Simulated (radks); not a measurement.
Values are calculated unless marked as measured or tabulated.
Q: Sc VII, configuration [Ne] 3s2 3p3. Level of theory: non-relativistic Kohn-Sham, PBE, spin-polarised, spherical densities, point nucleus; open shells are filled with parallel spins first (a radial shooting solver on a logarithmic mesh with Libxc functionals). Some entries of the table are withheld. Estimate them.

orbital,occ.,eigenvalue (hartree),<1/r> (bohr^-1)
1s up,1,-164.7395,20.53
1s down,1,-164.6940,20.53
2s up,1,-21.21282,4.264
2s down,1,-21.17320,4.264
2p up,3,-18.23614,4.198
2p down,3,-18.17932,4.197
3s up,1,-5.46470,1.422
3s down,1,-5.22585,1.416
3p up,3,-4.64206,1.339
3p down,0,-4.41060,1.330
3d up,0,-3.37699,(1)
3d down,0,-3.17356,(2)
4s up,0,(3),(4)
4s down,0,(5),(6)
4p up,0,-1.96940,0.6107

A: 
(1) 3d up <1/r> (bohr^-1): 1.157
(2) 3d down <1/r> (bohr^-1): 1.151
(3) 4s up eigenvalue (hartree): -2.23932
(4) 4s up <1/r> (bohr^-1): 0.6495
(5) 4s down eigenvalue (hartree): -2.15834
(6) 4s down <1/r> (bohr^-1): 0.6402
